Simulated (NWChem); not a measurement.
All runs are NWChem calculations. System: H$_{2}$ClGa, charge 0, spin multiplicity 1, at a geometry optimised with PBE/def2-SVP. The structure started from a generated list of species. Level: MP2/def2-TZVPP, 14 core orbitals frozen.

Input file:

```
start mol
memory heap 200 mb stack 900 mb global 1100 mb
geometry units angstroms nocenter noautoz
  Ga     0.000000     0.000000     0.712028
  H     -1.423748     0.000000     1.374057
  H      1.423748     0.000000     1.374057
  Cl     0.000000     0.000000    -1.460058
  symmetry group C2v
end
basis spherical
  * library def2-tzvpp
end
scf
  rhf
  nopen 0
  maxiter 100
  thresh 1e-7
  semidirect memsize 60000000 filesize 0
end
mp2
  freeze core 14
end
task mp2 energy
```

Output (cleaned and shortened):

```
             Northwest Computational Chemistry Package (NWChem) 7.3.0
             --------------------------------------------------------

                                NWChem Input Module
                                -------------------

 Scaling coordinates for geometry "geometry" by  1.889725989
 (inverse scale =  0.529177249)

 Turning off AUTOSYM since
 SYMMETRY directive was detected!

                             Geometry "geometry" -> ""
                             -------------------------

 Output coordinates in angstroms (scale by  1.889725989 to convert to a.u.)

  No.       Tag          Charge          X              Y              Z
 ---- ---------------- ---------- -------------- -------------- --------------
    1 Ga                  31.0000     0.00000000     0.00000000     0.71202800
    2 H                    1.0000    -1.42374800     0.00000000     1.37405700
    3 H                    1.0000     1.42374800     0.00000000     1.37405700
    4 Cl                  17.0000     0.00000000     0.00000000    -1.46005800

 Effective nuclear repulsion energy (a.u.)     155.1452634603

            Nuclear Dipole moment (a.u.)
            ----------------------------
        X                 Y               Z
 ---------------- ---------------- ----------------
     0.0000000000     0.0000000000    -0.0000075589

      Symmetry information
      --------------------

 Group name             C2v
 Group number             16
 Group order               4
 No. of unique centers     3

      Symmetry unique atoms

     1    2    4


 Summary of "ao basis" -> "" (spherical)
 ------------------------------------------------------------------------------
       Tag                 Description            Shells   Functions and Types
 ---------------- ------------------------------  ------  ---------------------
 *                         def2-tzvpp                 on all atoms

 Summary of "ao basis" -> "ao basis" (spherical)
 ------------------------------------------------------------------------------
       Tag                 Description            Shells   Functions and Types
 ---------------- ------------------------------  ------  ---------------------
 Ga                        def2-tzvpp               16       48   6s5p4d1f
 H                         def2-tzvpp                6       14   3s2p1d
 Cl                        def2-tzvpp               14       42   5s5p3d1f

                                 NWChem SCF Module
                                 -----------------

  ao basis        = "ao basis"
  functions       =   118
  atoms           =     4
  closed shells   =    25
  open shells     =     0
  charge          =   0.00
  wavefunction    = RHF
  use symmetry    = T
  symmetry adapt  = T

 Summary of "ao basis" -> "ao basis" (spherical)
 ------------------------------------------------------------------------------
       Tag                 Description            Shells   Functions and Types
 ---------------- ------------------------------  ------  ---------------------
 Ga                        def2-tzvpp               16       48   6s5p4d1f
 H                         def2-tzvpp                6       14   3s2p1d
 Cl                        def2-tzvpp               14       42   5s5p3d1f

      Symmetry analysis of basis
      --------------------------

        a1         49
        a2         13
        b1         31
        b2         25

 Forming initial guess at       0.1s

      Superposition of Atomic Density Guess
      -------------------------------------

 Sum of atomic energies:       -2383.70199129

      Non-variational initial energy
      ------------------------------

 Total energy =   -2383.933454
 1-e energy   =   -3630.344788
 2-e energy   =    1091.266071
 HOMO         =      -0.348244
 LUMO         =      -0.004480

      Symmetry analysis of molecular orbitals - initial
      -------------------------------------------------

  Numbering of irreducible representations:

     1 a1          2 a2          3 b1          4 b2

  Orbital symmetries:

     1 a1          2 a1          3 a1          4 b1          5 a1
     6 b2          7 a1          8 a1          9 b1         10 b2
    11 a1         12 b1         13 a1         14 b2         15 a1
    16 b1         17 a1         18 a2         19 b2         20 a1
    21 a1         22 b1         23 b2         24 a1         25 b1
    26 b2         27 a1         28 a1         29 b1         30 a1
    31 a2         32 b1         33 a1         34 b2         35 a1

 Starting SCF solution at       2.1s

 ----------------------------------------------
         Quadratically convergent ROHF

 Convergence threshold     :          1.000E-07
 Maximum no. of iterations :          100
 Final Fock-matrix accuracy:          1.000E-09
 ----------------------------------------------

              iter       energy          gnorm     gmax       time
             ----- ------------------- --------- --------- --------
                 1    -2383.9412484620  5.53D-01  1.41D-01      2.1
                 2    -2383.9683750246  2.25D-01  6.69D-02      2.3
                 3    -2383.9715628591  2.12D-02  3.97D-03      2.4
                 4    -2383.9715985749  1.64D-04  4.37D-05      2.7
                 5    -2383.9715985780  2.34D-08  5.57D-09      3.1

       Final RHF  results
       ------------------

         Total SCF energy =  -2383.971598577999
      One-electron energy =  -3630.876554789380
      Two-electron energy =   1091.759692751073
 Nuclear repulsion energy =    155.145263460309

        Time for solution =      1.0s

       Symmetry analysis of molecular orbitals - final
       -----------------------------------------------

  Numbering of irreducible representations:

     1 a1          2 a2          3 b1          4 b2

  Orbital symmetries:

     1 a1          2 a1          3 a1          4 b2          5 a1
     6 b1          7 a1          8 a1          9 b2         10 b1
    11 a1         12 b2         13 a1         14 b1         15 a1
    16 b2         17 a2         18 a1         19 b1         20 a1
    21 a1         22 b1         23 a1         24 b2         25 b1
    26 b2         27 a1         28 a1         29 b1         30 a1
    31 a2         32 b1         33 a1         34 b2         35 b2

             Final eigenvalues
             -----------------

              1
    1 -378.8517
    2 -104.8073
    3  -48.2031
    4  -42.5326
    5  -42.5296
    6  -42.5285
    7  -10.5361
    8   -8.0027
    9   -8.0019
   10   -8.0018
   11   -6.4312
   12   -4.5278
   13   -4.5223
   14   -4.5200
   15   -1.2423
   16   -1.2379
   17   -1.2333
   18   -1.2319
   19   -1.2303
   20   -1.0563
   21   -0.6107
   22   -0.4839
   23   -0.4743
   24   -0.4546
   25   -0.4265
   26    0.0333
   27    0.1164
   28    0.1327
   29    0.1981
   30    0.2388
   31    0.2577
   32    0.2882
   33    0.3038
   34    0.3071
   35    0.3598

                       ROHF Final Molecular Orbital Analysis
                       -------------------------------------

 Vector   23  Occ=2.000000D+00  E=-4.743310D-01  Symmetry=a1
              MO Center=  9.4D-14,  2.0D-16, -4.6D-01, r^2= 3.3D+00
   Bfn.  Coefficient  Atom+Function         Bfn.  Coefficient  Atom+Function
  ----- ------------  ---------------      ----- ------------  ---------------
    93      0.422577  4 Cl pz                96      0.270170  4 Cl pz
    18     -0.251346  1 Ga pz                90      0.198036  4 Cl pz
    84     -0.157948  4 Cl pz

 Vector   24  Occ=2.000000D+00  E=-4.546111D-01  Symmetry=b2
              MO Center= -6.4D-16, -2.5D-15, -1.4D+00, r^2= 1.3D+00
   Bfn.  Coefficient  Atom+Function         Bfn.  Coefficient  Atom+Function
  ----- ------------  ---------------      ----- ------------  ---------------
    92      0.525942  4 Cl py                95      0.352608  4 Cl py
    89      0.241414  4 Cl py                83     -0.192269  4 Cl py

 Vector   25  Occ=2.000000D+00  E=-4.265291D-01  Symmetry=b1
              MO Center=  9.3D-15,  2.5D-16, -2.1D-01, r^2= 3.7D+00
   Bfn.  Coefficient  Atom+Function         Bfn.  Coefficient  Atom+Function
  ----- ------------  ---------------      ----- ------------  ---------------
    91      0.408835  4 Cl px                94      0.288385  4 Cl px
    16     -0.210680  1 Ga px                88      0.191729  4 Cl px
    50      0.160577  2 H  s                 64     -0.160577  3 H  s
    51      0.155731  2 H  s                 65     -0.155731  3 H  s
    82     -0.150182  4 Cl px

 Vector   26  Occ=0.000000D+00  E= 3.331460D-02  Symmetry=b2
              MO Center=  3.4D-15, -5.4D-15,  8.2D-01, r^2= 4.6D+00
   Bfn.  Coefficient  Atom+Function         Bfn.  Coefficient  Atom+Function
  ----- ------------  ---------------      ----- ------------  ---------------
    20      0.849979  1 Ga py                17      0.278777  1 Ga py
    95     -0.235866  4 Cl py

 Vector   27  Occ=0.000000D+00  E= 1.164227D-01  Symmetry=a1
              MO Center=  3.5D-13,  5.9D-15,  4.4D-01, r^2= 6.0D+00
   Bfn.  Coefficient  Atom+Function         Bfn.  Coefficient  Atom+Function
  ----- ------------  ---------------      ----- ------------  ---------------
    21      1.073924  1 Ga pz                81      0.806642  4 Cl s
     6     -0.801174  1 Ga s                 96      0.477206  4 Cl pz
     5     -0.206830  1 Ga s                 93      0.158201  4 Cl pz
    41      0.152504  1 Ga d  2

 Vector   28  Occ=0.000000D+00  E= 1.326987D-01  Symmetry=a1
              MO Center= -1.1D-14,  3.4D-15,  1.5D+00, r^2= 4.9D+00
   Bfn.  Coefficient  Atom+Function         Bfn.  Coefficient  Atom+Function
  ----- ------------  ---------------      ----- ------------  ---------------
     6      2.186537  1 Ga s                 51     -1.421989  2 H  s
    65     -1.421989  3 H  s                 21      1.128106  1 Ga pz
    81      0.187087  4 Cl s

 center of mass
 --------------
 x =   0.00000000 y =   0.00000000 z =   0.01409748

 moments of inertia (a.u.)
 ------------------
         404.563948360576           0.000000000000           0.000000000000
           0.000000000000         419.154746477480           0.000000000000
           0.000000000000           0.000000000000          14.590798116905

  Mulliken analysis of the total density
  --------------------------------------

    Atom       Charge   Shell Charges
 -----------   ------   -------------------------------------------------------
    1 Ga  31    30.34   2.00  2.00  1.17  0.80  0.73  0.30  5.98  4.45  1.55  0.92  0.25  8.89  1.13  0.04  0.10  0.03
    2 H    1     1.13   0.22  0.56  0.34  0.00  0.01  0.00
    3 H    1     1.13   0.22  0.56  0.34  0.00  0.01  0.00
    4 Cl  17    17.40   2.01  0.45  1.52  1.08  0.87  4.18  1.69  1.07  2.86  1.64  0.00  0.00  0.02  0.00

       Multipole analysis of the density wrt the origin
       ------------------------------------------------

     L   x y z        total         open         nuclear
     -   - - -        -----         ----         -------
     0   0 0 0      0.000000      0.000000     50.000000

     1   1 0 0      0.000000      0.000000      0.000000
     1   0 1 0      0.000000      0.000000      0.000000
     1   0 0 1      0.892692      0.000000     -0.000008

     2   2 0 0    -24.735672      0.000000     14.477512
     2   1 1 0     -0.000000      0.000000      0.000000
     2   1 0 1      0.000000      0.000000      0.000000
     2   0 2 0    -20.510385      0.000000      0.000000
     2   0 1 1      0.000000      0.000000      0.000000
     2   0 0 2    -25.041366      0.000000    199.024858

                   NWChem MP2 Semi-direct Energy/Gradient Module
                   ---------------------------------------------

  Basis functions       =    118
  Molecular orbitals    =    118
  Frozen core           =     14
  Frozen virtuals       =      0
  Active alpha occupied =     11
  Active beta occupied  =     11
  Active alpha virtual  =     93
  Active beta virtual   =     93
  Use MO symmetry       = T
  Use skeleton AO sym   = T

  AO/Fock/Back tols     =   1.0D-09  1.0D-09  1.0D-09

 GA uses MA = F    GA memory limited = T

 Available:
  local mem=  1.26D+08
 global mem=  1.44D+08
 local disk=  0.00D+00
  mp2_memr nvloc                    93
  nvloc new                    93
   1 passes of  11:        4194304                      79534                  23202603.
   1 passes of  11: M    126145890           G      144151352           F     121951586.

 Semi-direct pass number   1 of   1  for RHF alpha+beta  at        3.2s
  vrange nnbf                  6664
  mp2_eaftype                    88  avail_ma_in_mb                  1099
 EAF : mp2_eaftype filesize          88   11601302.
  mp2_eaf for mointskh                     88
Node 0 wrote     54.5 Mb in      0.0 s     Agg I/O rate:  1770.0 Mb/s
 Done moints_semi at       10.2s
  mp2_eaftype                    88  avail_ma_in_mb                  1011
 EAF : mp2_eaftype filesize          88   11601302.
  mp2_eaf for kh                    88
 Done maket at       10.7s
 Done multipass loop at       10.7s

          -------------------------------------------
          SCF energy               -2383.971598577999
          Correlation energy          -0.418334157059
          Singlet pairs               -0.250510941351
          Triplet pairs               -0.167823215708
          Total MP2 energy         -2384.389932735058
          -------------------------------------------

          ---------------------------------------------------
                    Spin Component Scaled (SCS) MP2
          Same spin pairs                     -0.111882143805
          Same spin scaling factor             0.333333333333
          Opposite spin pairs                 -0.306452013254
          Opposite spin scaling fact.          1.200000000000
          SCS-MP2 correlation energy          -0.405036463840
          Total SCS-MP2 energy             -2384.376635041839
          ---------------------------------------------------

 -----------------------
 Performance information
 -----------------------

 Timer overhead =  2.22D-07 seconds/call

               Nr. of calls         CPU time (s)                 Wall time (s)                GFlops
             ---------------    -------------------     ------------------------------   -------------------
Name         Min   Avg   Max    Min     Avg     Max     Min     Avg     Max   Mx/calls   Min     Max     Sum
mp2: moin     1     1     1    7.0     7.0     7.0      7.0     7.0     7.0     7.0      0.0     0.0     0.0
mp2: make     1     1     1   0.48    0.48    0.48     0.48    0.48    0.48    0.48      0.0     0.0     0.0
mp2: tota     1     1     1    7.6     7.6     7.6      7.6     7.6     7.6     7.6      0.0     0.0     0.0

 The average no. of pstat calls per process was 3.00D+00
 with a timing overhead of 6.66D-07s

 Task  times  cpu:       10.7s     wall:       10.7s

 Total times  cpu:       10.7s     wall:       10.7s
```
